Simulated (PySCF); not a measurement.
Nb(F)4(SH) (F₄HNbS), SMILES [F][Nb]([F])([F])([F])[SH], multiplicity 1. Geometry: PBE0-D3(BJ)/def2-SVP. The multiplicity is an assumed one; no other spin state was optimised. The structure was generated by enumeration; whether it is a known compound was not checked. The def2 effective core potentials stand for the cores of Nb; spin–orbit coupling is left out. The values are those of a single conformer.

These are PySCF with PBE0-D3(BJ)/def2-SVP values and carry that method's errors.

Harmonic wavenumbers (cm⁻¹): 88, 123, 188, 193, 202, 241, 244, 372, 406, 660, 683, 724, 738, 755, 2716. Rotational constants (GHz): 2.182, 1.671, 1.504; symmetry number 1.

Q: Work out the zero-point energy and the ideal-gas rigid-rotor harmonic-oscillator thermochemistry at 298.15 K and 1 atm.

A: ZPE = ½ Σ hcν = ½ × 8333 cm⁻¹ = 49.84 kJ/mol. H − E(el) = 73.77 kJ/mol. Entropy in J/(mol K): translation 174.95, rotation 119.09, vibration 85.26, total 379.29. G − E(el) = -39.31 kJ/mol. Cp = 116.97 J/(mol K). Modes under 150 cm⁻¹ make the vibrational entropy uncertain.
